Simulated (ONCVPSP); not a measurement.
Varying the ONCV potential for hafnium (Hf)

Base potential:

hafnium, optimised norm-conserving Vanderbilt (ONCV), made with ONCVPSP 4.0.1 (PW91, fully relativistic). Core [Kr] 4d10 4f14, reference 5s2 5p6 5d2 6s2. Waves: 5s+6s: rc 1.80 bohr, ncon 3, nbas 6, qcut 6.4 1/bohr, 2 projectors; 5p: rc 1.30 bohr, ncon 4, nbas 7, qcut 5.5 1/bohr, 2 projectors, debl 1.6 Ha; 5d: rc 2.20 bohr, ncon 5, nbas 9, qcut 3.7 1/bohr, 2 projectors, debl 1.7 Ha; f scattering state at 0.12 Ha: rc 2.20 bohr, ncon 3, nbas 7, qcut 5.4 1/bohr, 1 projector. Local part: polynomial inside 1.25 bohr (lpopt 1, dvloc0 -1 Ha). Core correction: Teter function, fcfact 6, rcfact 1.75.

Open shells are filled in proportion to 2j + 1.

All-electron outer shells of the reference configuration (PW91, scalar-relativistic, ld1.x):

```csv
shell,level (eV),outermost node (bohr),outermost maximum (bohr)
5s,-67.07,0.55,1.01
5p,-35.62,0.60,1.16
4f,-16.89,–,0.45
6s,-5.16,1.37,2.89
5d,-2.74,0.67,1.69
```

Cutoffs, loose and tight: the cutoffs (Ha) at which the residual kinetic energy of the hardest occupied pseudo-wave falls to 1 and 0.1 mHa per electron. They do not see the model core or the augmentation charge, which bear on the density cutoff. Test errors are all-electron minus pseudo excitation energies from the reference, over the configurations 5s2 5p6 5d2 6s1; 5s2 5p6 5d2 6s0; 5s2 5p6 5d1 6s0; 5s2 5p6 5d2.5 6s1.5. A dash means not determined; rows that change the core or the reference have their own tests. The largest error is taken over the tests solved by every variant that gives reliable tests at all: 5s2 5p6 5d2 6s0; 5s2 5p6 5d2 6s1; 5s2 5p6 5d2.5 6s1.5.

```tsv
change	outcome	cutoff, loose	cutoff, tight	bound ghosts	GHOST(+) flags above zero	largest test error (meV)
base	generated	76 Ha	90 Ha	none	s	-50
d: qcut 2.5	generated	76 Ha	90 Ha	none	s	-50
```

Problem. What comes out with this change to the base: core correction Teter function, fcfact 6, rcfact 1.82?

Solution. outcome: generated; cutoff, loose: 76 Ha; cutoff, tight: 90 Ha; bound ghosts: none; GHOST(+) flags above zero: s; largest test error (meV): -80.

Problem. What comes out with this change to the base: scalar-relativistic?

Solution. outcome: generated; cutoff, loose: 74 Ha; cutoff, tight: 89 Ha; bound ghosts: none; GHOST(+) flags above zero: s; largest test error (meV): -58.

Problem. What comes out with this change to the base: s: qcut 9.2; p: qcut 7.9; d: qcut 5.3; f: qcut 7.7?

Solution. outcome: generated; cutoff, loose: 29 Ha; cutoff, tight: 72 Ha; bound ghosts: none; GHOST(+) flags above zero: s, f7/2; largest test error (meV): -42.
